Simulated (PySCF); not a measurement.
Rh(2+) (rhodium, charge +2) across methods

[Kr] 4d6 5s1, high-spin 6D determinant (an excited configuration). Computed with PySCF 2.14 in def2-TZVPPD with the def2 core potential (28 electrons), with a scalar-relativistic core potential.

| method | E (hartree) | mean ε 4d α (eV) | mean ε 4d β (eV) | mean ε 5s α (eV) | Σ⟨r²⟩ (bohr²) | ⟨S²⟩ |
| --- | --- | --- | --- | --- | --- | --- |
| PBE0 | -109.3413 | -33.112 | -29.611 | -22.920 | 31.75 | 8.751 |
| M06-2X | -109.2322 | -35.073 | -31.808 | -23.644 | 31.77 | 8.751 |
| PBEsol | -109.1862 | -30.941 | -27.615 | -22.262 | 31.86 | 8.750 |
| LDA | -109.0927 | -31.057 | -27.698 | -22.544 | 31.96 | 8.750 |
| r2SCAN | -109.3908 | -31.599 | -27.776 | -22.436 | 31.71 | 8.751 |
| B3LYP | -109.3770 | -32.587 | -29.397 | -22.820 | 31.80 | 8.751 |
| M06 | -109.3169 | -32.895 | -29.909 | -22.808 | 31.72 | 8.751 |
| UHF | -108.73695 | -38.708 | -34.093 | -24.609 | 31.83 | 8.752 |

(1) Estimate the same row for PBE.

Energies and moments cover only the electrons outside the core potential.

Answers

(1) E (hartree) = -109.3490; mean ε 4d α (eV) = -30.955; mean ε 4d β (eV) = -27.738; mean ε 5s α (eV) = -22.186; Σ⟨r²⟩ (bohr²) = 31.81; ⟨S²⟩ = 8.750.
